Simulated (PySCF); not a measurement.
## Field gradients at the hydrogen positions

Species: C3H10ClGaO.
Geometry (PBE0-D3(BJ)/def2-SVP, Å), atoms numbered from 1 in this order:
```
atom  x, y, z in Å
C1    -0.9541    1.3556    0.1316
O2    -0.8072   -0.0419    0.0478
C3    -2.0155   -0.7663    0.0956
Ga4    1.0623   -1.1268   -0.1294
C5     2.3496    0.4008   -0.1369
Cl6    3.9527   -0.4247   -0.2935
H7    -1.4325    1.6410    1.0844
H8    -1.5624    1.7345   -0.7077
H9     0.0460    1.8024    0.0824
H10   -2.5428   -0.5803    1.0468
H11   -2.6695   -0.4868   -0.7479
H12   -1.7662   -1.8324    0.0225
H13    0.9343   -1.9450    1.2112
H14    0.7538   -1.8061   -1.5173
H15    2.3920    0.9923    0.7887
H16    2.2650    1.0853   -0.9928
```

Level: PBE0/pcSseg-1 (PySCF, non-relativistic); Q(2H) = 0.00286 b; rigid geometry, the same for H and D, with no vibrational averaging.

**Question.** Rank these positions by the coupling χzz of a deuteron there, largest first.
A. H8 (methyl hydrogen)
B. H16 (methylene hydrogen)
C. H13 (hydrogen on gallium)
D. H12 (methyl hydrogen)

**Answer.** B (198 kHz), D (190 kHz), A (185 kHz), C (73 kHz).

**Question.** What are Vzz, η and χzz (234.96 MHz × Q × Vzz) at all hydrogens?

**Answer.** 
```json
{"atom": "H7", "bonded to": "C1", "bond length (Å)": "1.104", "Vzz (au)": "0.2758", "η": "0.09", "χzz (kHz)": "185"}
{"atom": "H8", "bonded to": "C1", "bond length (Å)": "1.104", "Vzz (au)": "0.2758", "η": "0.09", "χzz (kHz)": "185"}
{"atom": "H9", "bonded to": "C1", "bond length (Å)": "1.097", "Vzz (au)": "0.2868", "η": "0.09", "χzz (kHz)": "193"}
{"atom": "H10", "bonded to": "C3", "bond length (Å)": "1.103", "Vzz (au)": "0.2765", "η": "0.10", "χzz (kHz)": "186"}
{"atom": "H11", "bonded to": "C3", "bond length (Å)": "1.103", "Vzz (au)": "0.2766", "η": "0.10", "χzz (kHz)": "186"}
{"atom": "H12", "bonded to": "C3", "bond length (Å)": "1.097", "Vzz (au)": "0.2834", "η": "0.11", "χzz (kHz)": "190"}
{"atom": "H13", "bonded to": "Ga4", "bond length (Å)": "1.576", "Vzz (au)": "0.1084", "η": "0.06", "χzz (kHz)": "73"}
{"atom": "H14", "bonded to": "Ga4", "bond length (Å)": "1.576", "Vzz (au)": "0.1084", "η": "0.06", "χzz (kHz)": "73"}
{"atom": "H15", "bonded to": "C5", "bond length (Å)": "1.099", "Vzz (au)": "0.2953", "η": "0.11", "χzz (kHz)": "198"}
{"atom": "H16", "bonded to": "C5", "bond length (Å)": "1.099", "Vzz (au)": "0.2953", "η": "0.11", "χzz (kHz)": "198"}
```

**Question.** Average by the element that carries the hydrogen.

**Answer.** on C: 190 kHz over 8 positions, mean bond length 1.101 Å; on Ga: 73 kHz over 2 positions, mean bond length 1.576 Å.

**Question.** Give the 2H NMR doublet splittings at H14 for a magnetic field along the z, y and x axes of the gradient: 3χ/2, 3χ(1 + η)/4, 3χ(1 − η)/4.

**Answer.** With |χ| = 72.8 kHz and η = 0.057: 109, 58 and 51 kHz, to first order and without motion.

The structure is a single PBE0-D3(BJ)/def2-SVP conformer in the gas phase; no vibrational or solvent corrections. The calculation is non-relativistic, for gallium too. The small basis limits the accuracy of the gradients.
